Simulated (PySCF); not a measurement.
Fill in the blanks.

Species: MoSF4 (singlet state).
Bonds: Mo1–S2, Mo1–F3, Mo1–F4, Mo1–F5, Mo1–F6.

```json
{"property": "point group", "level": "PBE0-D3(BJ)/def2-SVP", "value": "?"}
{"property": "rotational constants A, B, C", "level": "PBE0-D3(BJ)/def2-SVP", "value": "?"}
{"property": "dipole moment", "level": "CAM-B3LYP/def2-SVPD", "value": "?"}
{"property": "HOMO energy", "level": "CAM-B3LYP/def2-SVPD", "value": "-11.12 eV"}
{"property": "LUMO energy", "level": "CAM-B3LYP/def2-SVPD", "value": "?"}
{"property": "lowest singlet excitation", "level": "TDDFT CAM-B3LYP/def2-SVPD", "value": "3.44 eV (360 nm, f = 0.001 summed over 2 states within 0.01 eV)"}
{"property": "strongest line among the 10 lowest singlet transitions", "level": "TDDFT CAM-B3LYP/def2-SVPD", "value": "S7/S8 at 5.19 eV (239 nm, f = 0.009 summed over these states)"}
{"property": "lowest triplet excitation (Tamm–Dancoff)", "level": "TDA CAM-B3LYP/def2-SVPD", "value": "?"}
{"property": "static isotropic polarisability", "level": "CAM-B3LYP/def2-SVPD", "value": "?"}
{"property": "vertical electron affinity", "level": "ΔSCF CAM-B3LYP/def2-SVPD", "value": "?"}
```

Electronic properties: PySCF, gas phase, density fitting. Geometry: PBE0-D3(BJ)/def2-SVP; no solvent, vibrations or thermal averaging. Atoms past krypton carry effective core potentials; spin–orbit coupling is left out.

(1) What is the lowest triplet excitation (Tamm–Dancoff)?

(2) What is the vertical electron affinity?

(3) The LUMO energy?

(4) The point group?

(5) What is the dipole moment?

(6) What are the rotational constants A, B, C?

(7) The static isotropic polarisability?

Results:

(1) 2.80 eV.

(2) 3.10 eV.

(3) -3.57 eV.

(4) C4v.

(5) 1.77 D.

(6) 2.122, 1.880, 1.880 GHz.

(7) 61.4 au.

The rotational constants are those of a prolate symmetric top. −ε(LUMO) is 3.57 eV against a ΔSCF electron affinity of 3.10 eV. The 10 singlets span 3.44 to 5.25 eV, and their oscillator strengths add up to 0.01. The largest Löwdin shares of the LUMO are 0.70 on Mo1.

For the TDDFT job (CAM-B3LYP/def2-SVPD), time: 53 s. Hardware: an x86-64 server with one thread, no GPU, shared host.
